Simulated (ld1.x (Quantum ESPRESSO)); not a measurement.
**u(r) = r·R(r): atom against pseudo-atom (mercury)**

Columns: radius, all-electron u(r) and pseudo u(r) of the 5d shell (level -12.03 eV) of mercury in the configuration [Xe] 4f14 5d10 6s1 6p1; PBE, scalar-relativistic, ultrasoft scheme, ld1.x (Quantum ESPRESSO) 7.5.

| r (bohr) | all-electron | pseudo |
| --- | --- | --- |
| 0.168 | 0.1071 | 0.0049 |
| 0.335 | -0.4413 | 0.0366 |
| 0.503 | -0.1344 | 0.1126 |
| 0.670 | 0.3576 | 0.2328 |
| 0.838 | 0.7030 | 0.3826 |
| 1.005 | 0.8687 | 0.5327 |
| 1.172 | 0.9084 | 0.6546 |
| 1.340 | 0.8749 | 0.7266 |
| 1.508 | 0.8050 | 0.7397 |
| 1.675 | 0.7215 | 0.7026 |
| 1.842 | 0.6363 | 0.6340 |
| 2.010 | 0.5547 | 0.5549 |
| 2.178 | 0.4803 | 0.4803 |
| 2.345 | 0.4143 | 0.4143 |
| 2.512 | 0.3562 | 0.3562 |
| 2.680 | 0.3054 | 0.3054 |
| 2.848 | 0.2614 | 0.2614 |
| 3.015 | 0.2237 | 0.2237 |
| 3.182 | 0.1913 | 0.1913 |
| 3.350 | 0.1633 | 0.1633 |
| 3.518 | 0.1394 | 0.1394 |
| 3.685 | 0.1191 | 0.1191 |
| 3.852 | 0.1018 | 0.1018 |
| 4.020 | 0.0868 | 0.0868 |
| 4.188 | 0.0741 | 0.0741 |
| 4.355 | 0.0633 | 0.0633 |

Task: How many radial nodes do the two functions have?

Result: The all-electron 5d function has n − l − 1 = 2; the pseudo-wave has 0, since the states of the same l below it are removed with the core.

Task: At about which radius was the pseudo-wave matched?

Result: 2.15 bohr, where the columns begin to agree (steps of 0.17 bohr).

Task: Where does each function peak?

Result: Outermost all-electron maximum near 1.17 bohr, pseudo maximum near 1.51 bohr (to the table’s step).

Task: Is the pseudo-wave norm-conserving?

Result: No, it belongs to an ultrasoft set: the norm inside the radius is not constrained, and the difference is carried by the augmentation charge.
